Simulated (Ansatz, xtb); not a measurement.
**C2H2AlF: where a starting geometry ends**

The starting geometry of this gas-phase triplet was built from a drawn formula by distance geometry and a force field; its bonds are those of `[C]=[CH][AlH][F]`.

```xyz
6

C     2.3466   -2.0762    0.2276
C     1.2324   -1.4777    0.4899
Al    1.1453   -0.2480    2.0531
F    -0.3895    0.6057    2.4282
H     0.3540   -1.5635   -0.1787
H     2.4366   -0.0422    3.0167
```

Q: Predict what it relaxes into with r2SCAN-D4/def2-SVP.

A: It keeps its bonds, and is `[C]=[CH][AlH][F]`.

The energy falls by 0.30 eV over 9 steps:

```json
{"step": "1", "E − E(last) (eV)": "0.299"}
{"step": "2", "E − E(last) (eV)": "0.107"}
{"step": "3", "E − E(last) (eV)": "0.021"}
{"step": "4", "E − E(last) (eV)": "0.011"}
{"step": "5", "E − E(last) (eV)": "0.005"}
{"step": "6", "E − E(last) (eV)": "0.003"}
{"step": "7", "E − E(last) (eV)": "0.001"}
{"step": "8", "E − E(last) (eV)": "0.000"}
{"step": "9", "E − E(last) (eV)": "0.000"}
```

Final geometry (Å):

```xyz
6

C     2.3550   -1.9652    0.3818
C     1.1477   -1.4128    0.4856
Al    1.1133   -0.2555    2.0391
F    -0.2600    0.5911    2.4626
H     0.3679   -1.6580   -0.2641
H     2.4015   -0.1016    2.9318
```

From the same start GFN2-xTB ends elsewhere, differing in C1–H6 (1.08 against 3.16 Å here), Al3–H6 (2.58 against 1.57 Å here).

The end wasn't checked by frequencies. Open shells are spin-unrestricted. The triplet needn't be the ground state. Run with Ansatz 0.2.0, 25 s on 2 threads of Intel(R) Xeon(R) Processor @ 2.70GHz, with other jobs on the host.
